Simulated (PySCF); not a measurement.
Ligands exchanged one at a time, Sn F-H. Isolated molecules, 0 K electronic values unless said otherwise. Strings in code marks are SMILES. In the def2 sets, heavy atoms carry core potentials. All members: neutral, multiplicity 1. Level: M06-2X/def2-TZVP // PBE0-D3(BJ)/def2-TZVP (PySCF), beside PBE-D3(BJ)/def2-TZVP // PBE0-D3(BJ)/def2-TZVP (PySCF) at the same geometries.  Orbital energies are measured against the vacuum level.

| species | HOMO, PBE (eV) | HOMO, M06-2X (eV) |
|---|---|---|
| `[F][Sn]([F])([F])[F]` | -10.25 | -14.61 |
| `[F][SnH]([F])[F]` | -9.29 | -12.66 |
| `[F][SnH2][F]` | -8.30 | -11.24 |
| `[SnH4]` | -7.93 | withheld |
| `[F][SnH3]` | -7.88 | -10.64 |

Task: Fit y = a + b·x, y being the HOMO at the first level, to the 4 complete rows by least squares, with x = the PBE value in eV. Give a, b and the rms residual, and predict the withheld value.

Result: Means of the 4 rows: x̄ = -8.93, ȳ = -12.287 eV. Σ(x − x̄)² = 3.3714 and Σ(x − x̄)(y − ȳ) = 5.5896, so b = 1.658 and a = ȳ − b·x̄ = 2.519 eV. The rms residual is 0.139 eV. At x = -7.93 the line gives -10.63 eV. The run for `[SnH4]` gave -10.24 eV, so the line is off by 0.39 eV, more than twice the rms residual.

Codes: PySCF.
